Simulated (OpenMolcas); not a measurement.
Mo³⁺.

```json
{
 "Program": "OpenMolcas",
 "Method": "CASSCF",
 "Basis": "ANO-R2 [7s5p4d2f1g]",
 "Scalar Hamiltonian": "X2C, finite nucleus",
 "Active space": "3 electrons in 5 orbitals (4d)",
 "State averaging": "2S+1 = 4 even, 10 roots; 2S+1 = 2 even, 40 roots",
 "Spin-orbit coupling": "RASSI with atomic mean-field integrals over the reference wave functions, term energies averaged over their components"
}
```

Levels without dynamic correlation, in cm⁻¹ above 4d³ ⁴F_3/2:

```tsv
Level	E
4d³ ²P_1/2	18456
4d³ ⁴P_1/2	13075
4d³ ²G_7/2	14174
4d³ ²H_9/2	18802
4d³ ²D_5/2(1)	20955
4d³ ²F_7/2	30699
```

On this reference, MS-CASPT2, IPEA 0.25 Eh, imaginary shift 0.1 Eh (closed shells correlated: 4s 4p) puts 4d³ ²P_1/2 at 14340 cm⁻¹.

Question: Estimate the other levels at that method by one scale factor, and say how well it serves.

Answer: The factor is 14340 / 18456 = 0.777. Scaled values beside those that MS-CASPT2 gives and measured ones (Sugar and Musgrove, J. Phys. Chem. Ref. Data 17, 155 (1988)):
```tsv
Level	Scaled	MS-CASPT2	Miss (%)	Measured
4d³ ⁴P_1/2	10159	10630	-4.4	10338
4d³ ²G_7/2	11013	11780	-6.5	11580
4d³ ²H_9/2	14609	16430	-11.1	15995
4d³ ²D_5/2(1)	16282	17180	-5.2	16809
4d³ ²F_7/2	23853	25390	-6.1	24787
```
For these levels the scaled values miss MS-CASPT2 by up to 11.1 %, as correlation changes each term by its own factor, spin-orbit parts do not scale and CASPT2 has its own spread within terms. This holds within one configuration; levels of others move differently, and the target method has errors of its own against measurement.

CASPT2 breaks the degeneracy within a term, and the mean is taken; among the terms shown or strongly mixed into the levels shown the widest spread is 750 cm-1 (4d³ ⁴F, MS-CASPT2). Without dynamic correlation excited terms often stand tens of per cent too high (terms of higher spin than the ground term too low), and those without a measured partner can miss by more than the paired ones (holds for CASSCF). The CASPT2 spread within a term exceeds the gap to the next term for 4d³ ²H and 4d³ ²D(1), so the order of their levels is uncertain (holds for MS-CASPT2). Computed and measured levels are paired by configuration, term and J; levels that our copy of the source lacks, or whose pairing is in doubt (as where it misses far off the trend of its configuration), stay unpaired and out of the deviations. Levels of configurations outside the active space are missing.

A number in round brackets counts repeated terms of one configuration in the order of the reference energies.
